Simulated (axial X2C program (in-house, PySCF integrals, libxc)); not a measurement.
# Worked dissociation energy of FeC: TPSS, scalar-relativistic

All values were computed with an in-house relativistic program for diatomic molecules. Spin-free means the one-electron spin-free X2C Hamiltonian. Basis: Fe dyall-cv3z [9s10p6d3f2g], C dyall-v3z [7s6p2d1f] (cores contracted in-house); Gaussian nuclei, density fitting, unrestricted open shells. Masses: Fe 55.935 u, C 12.000 u.

Molecular state: M_S = 1, Λ = 2 (beyond evenly filled blocks: σα, δ+α, δ+β, δ-α).

| Item | Value |
| --- | --- |
| E(Fe) (2M_S = 4, M_L = 0) | -1272.669663 hartree |
| E(C) (2M_S = 2, M_L = 0) | -37.881597 hartree |
| E(FeC) at Re | -1310.720868 hartree |
| ωe | 942.9 cm⁻¹ |
| ωexe | 16 cm⁻¹ |

Problem. Work out De and D0.

Solution. De = -1272.669663 + (-37.881597) − (-1310.720868) = 0.16961 hartree = 4.615 eV. The zero-point energy is ωe/2 − ωexe/4 = 467 cm⁻¹ = 0.058 eV, so D0 = 4.557 eV.

The state is one determinant whose occupation by symmetry is held fixed; it was picked as the lowest of a PBE0 search that is not exhaustive. Dissociation energies refer to the lowest single-determinant-based atoms at the same level and basis. PBE0 can misorder states that lie within some tenths of an eV, so this need not be the ground state of the molecule. The nearest other spin-free determinant of the search, M_S = 1, Λ = 0, lies 0.07 eV up at the distance of the search. The functionals have no current-density term, which raises determinants with orbital currents, atoms included. At some level and bond length an empty orbital lies below a filled one. The determinant is spin-polarised beyond a pure state at some levels (its spin-free form has ⟨S²⟩ too high), which makes Re and μ there less reliable.

The levels of this run spread widely (ωe from 537 to 943 cm⁻¹), so these constants depend on the method.

Each atomic determinant is the lowest at this level and need not be a pure term. Totals compare only within one Hamiltonian and basis.
